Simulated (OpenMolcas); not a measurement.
Mo3+ with its 6 nearest chloride ions at 2.448 Å, on the Zr site of Cs2ZrCl6 (a = 10.407 Å, distance in the model lattice 2.446 Å). The rest of the host is ab initio model potentials to 7.6 Å and point charges beyond; the distance is set by hand and nothing relaxes, and no local charge compensation is placed. Ligand basis ANO-RCC-VDZP.
```
Mo    0.0000    0.0000    0.0000
Cl    2.4480    0.0000    0.0000
Cl    0.0000    2.4480    0.0000
Cl   -2.4480    0.0000    0.0000
Cl    0.0000   -2.4480    0.0000
Cl    0.0000    0.0000    2.4480
Cl    0.0000    0.0000   -2.4480
```

```yaml
Program: OpenMolcas 26.06
Method: CASSCF
Basis: ANO-RCC-VTZP [7s6p4d2f1g]
Scalar_Hamiltonian: DKH2, point nucleus
Active_space: 3 electrons in 5 orbitals (4d)
State_averaging: 2S+1 = 4 even, 10 roots; 2S+1 = 2 even, 40 roots
Spin-orbit_coupling: state interaction with AMFI integrals over the reference wave functions
```

What is the spin-free ground state (labels of O, the rotations of Oh)?

4A2, 1-fold in its orbital part; it has the highest spin that d3 allows.

Where is the first state of the same spin?

4T2 at 21100 cm-1 above the ground state.

What are the lowest two levels with spin-orbit coupling?

A 4-fold level Γ8, then a 4-fold level Γ8 13141 cm-1 above it. Their leading multiplicities are 4 (100 %) and 2 (99 %).

What is χT at 300 K, and how does it compare with the textbook value?

The lowest level has 2S+1 = 4, for which the spin-only value is χT = S(S+1) / 2 = 1.875 cm3 K/mol (g = 2). The computed 1.781 at 300 K differs by -0.094, through orbital momentum, spin-orbit coupling and any other state in reach.

Which ligand-field parameters describe the states?

A least-squares ligand-field fit to the states below 45000 cm-1, each weighted by its degeneracy and with a free common offset, gives 10Dq = 20416 cm-1, B = 636 cm-1 and C = 2607 cm-1 (C/B = 4.10), with an rms deviation of 242 cm-1. The same method and metal basis give the free ion B = 813 cm-1 (fit to its terms below 60000 cm-1, rms deviation 33 cm-1), so the nephelauxetic ratio is β = 636 / 813 = 0.78; it hangs on how both fits weigh the states, and computed free-ion B values tend to be too large, so β mixes covalency with correlation.

Without dynamic correlation the repulsion within the d shell is too large (B by tens of per cent), so at a given field states of lower spin stand too high. The least metal-like active orbital is 78 % on the metal (Löwdin) and no ligand orbital is active, so the numbers are rough. With metal d orbitals alone the field can be off either way by tens of per cent. Ligand-to-metal charge-transfer states are missing. With no ligand orbital active B as a rule stays too high, so bands that hang on it stand too high and its fall with covalency is understated. No measured value stands beside these numbers; the geometry was set by hand and not optimised.
